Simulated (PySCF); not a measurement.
HI₂Si, SMILES [SiH](I)I, multiplicity 2.

The structure is a stationary point at PBE0-D3(BJ)/def2-SVP. The isomer is the one that the SMILES or the coordinates give; other isomers of the formula were not compared. The def2 effective core potentials stand for the cores of I; spin–orbit coupling is left out.

The numbers are results of PBE0/def2-TZVPD (PySCF), not measurements.

Gas-phase values at a fixed geometry.

Question: Estimate the frontier levels, dipole moment and polarisability. (Estimate from the structure and the level; the computed values follow.)

Answer: 
| Item | Result |
|---|---|
| α spin, highest occupied and lowest empty level | -6.52 and -1.56 eV |
| β spin, highest occupied and lowest empty level | -7.80 and -3.46 eV |
| dipole moment | 0.60 D |
| quadrupole, principal values (traceless, Buckingham form, about the centre of nuclear charge) | -2.16, 0.23, 1.93 D·Å |
| mean static polarisability | 105.3 bohr³ (15.61 Å³) |
| polarisability, principal values | 78.1, 93.6, 144.3 bohr³ |
| ⟨S²⟩ | 0.754 (pure state 0.75) |
